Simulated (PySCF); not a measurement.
Problem. Write Cartesian coordinates for `C#CC(=C)C1=C(C=C)C1` as optimised with HF/def2-SV(P).

Solution. 
```
atom  x, y, z in Å
C1    -2.5275    2.1779    0.1785
C2    -2.1659    1.0420    0.1706
C3    -1.7026   -0.3311    0.1615
C4    -2.5570   -1.3544    0.1394
C5    -0.2628   -0.5424    0.1778
C6     0.9424   -0.0897    0.1993
C7     1.8873    1.0088    0.2228
C8     3.2034    0.8314    0.2375
C9     0.8077   -1.5783    0.1807
H10   -2.8571    3.1908    0.1853
H11   -2.1945   -2.3748    0.1328
H12   -3.6276   -1.1960    0.1275
H13    1.4664    2.0079    0.2279
H14    3.8868    1.6723    0.2548
H15    3.6398   -0.1613    0.2328
H16    1.0080   -2.1540    1.0888
H17    1.0329   -2.1336   -0.7344
```

Any rigid rotation of these coordinates is as good. Atoms count from 1 in this order. The 3-membered ring C5–C6–C9 has internal angles of 51.1° to 64.6°. The C–C distances run from 1.192 Å (C1≡C2, drawn triple) to 1.495 Å (C6–C9, drawn single), a spread of 0.303 Å. The 9 heavy atoms lie in one plane (0.000 Å rms).

Bonds between heavy atoms (Å): C1≡C2 1.192, C2–C3 1.449, C3=C4 1.333, C3–C5 1.455, C5=C6 1.288, C6–C7 1.449, C7=C8 1.328, C6–C9 1.495, C5–C9 1.490.

Theory: HF/def2-SV(P) geometry optimisation, gas phase in PySCF 2.14.0.

Point group: Cs (every atom within 0.08 Å of its image). Stationary, but not proved a minimum. The numbers are those of one conformer (C2–C3–C5–C6 0°, C5–C6–C7–C8 180°).
